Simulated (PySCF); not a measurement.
SMILES [GeH3][Se]Cl (H3ClGeSe) at its PBE0/def2-SVP optimised geometry (Å):

```
6

Se    -0.2448    -1.4591     0.0000
Cl     1.9570    -1.4591     0.0000
Ge    -0.4395     0.9008     0.0000
H      0.2208     1.4591    -1.2681
H     -1.9570     1.1564     0.0029
H      0.2257     1.4585     1.2658
```

Method: PBE0/def2-TZVP (PySCF). Cells within 0.4 Å of a nucleus heavier than hydrogen are left out (blank, or x).

Map of the Laplacian of the electron density (e/bohr⁵), clipped to [-1.50, 1.50] on the plane z = 0.0 Å:

```
|55555555555555555555555555555|
|55555555555555555555555555555|
|55555555555555555555555555555|
|55555555555555555555555555555|
|55555555555555555555555555555|
|55555555555555555555555555555|
|55555555555555555555555555555|
|55555555555555555555555555555|
|55555555555577555555555555555|
|55555553446999965555555555555|
|555555400499xx995555555555555|
|555555534499xx995555555555555|
|555555555589xx985555555555555|
|55555555555999955555555555555|
|55555555555555555555555555555|
|55555555555544455555555555555|
|55555555555544455555555555555|
|55555555555599965554323555555|
|5555555555599xx95544xx9355555|
|555555555559xxx96449xxx455555|
|5555555555599xx95544xx9355555|
|55555555555599975554352455555|
|55555555555555555555545555555|
|55555555555555555555555555555|
|55555555555555555555555555555|
|55555555555555555555555555555|
|55555555555555555555555555555|
|55555555555555555555555555555|
|55555555555555555555555555555|
```
Scale: ten equal steps from -1.50 (start of '0') to 1.50 (end of '9'), in the order '0123456789'; x runs from -4.00 to 4.00, y from -4.00 (bottom) to 4.00 (top).
